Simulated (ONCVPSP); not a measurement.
**aluminium: ONCV pseudisation with PBE, scalar-relativistic reference atom.**

| Item | Value |
| --- | --- |
| Element | Al (Z = 13) |
| Generator | ONCVPSP 4.0.1 |
| Type | optimised norm-conserving Vanderbilt (ONCV) |
| Functional | PBE |
| Relativity | scalar-relativistic |
| Frozen core | [Ne] |
| Valence charge | 3 |
| Reference configuration | 3s2 (charge +1) |
| Partial waves | 3s: rc 1.75 bohr, ncon 4, nbas 7, qcut 3.5 1/bohr, 2 projectors, debl 1.6 Ha; p scattering state at 0.14 Ha: rc 1.70 bohr, ncon 4, nbas 8, qcut 4 1/bohr, local |
| Local potential | the p channel |
| Core correction | Teter function fitted to the true core (icmod 2), fcfact 0.45 |

In the p channel the program set the typed energies aside and used 0.050 Ha.

* Cutoffs needed: 5.7 Ha and 12 Ha (the cutoffs (Ha) at which the residual kinetic energy of the hardest occupied pseudo-wave falls to 1 and 0.1 mHa per electron) The cutoffs count occupied waves only; projector 2 of the s channel, the hardest unoccupied one, needs 28 Ha at the loose tolerance.
* Ghost test: no bound ghost flagged; no localised positive-energy state flagged
* Largest excitation error: +26 meV (all-electron minus pseudo) for 3s1 3p1, out of 4 test configurations
* rms error of d²Exc/dni dnj: 4.37 mHa without and 3.15 mHa with the model core
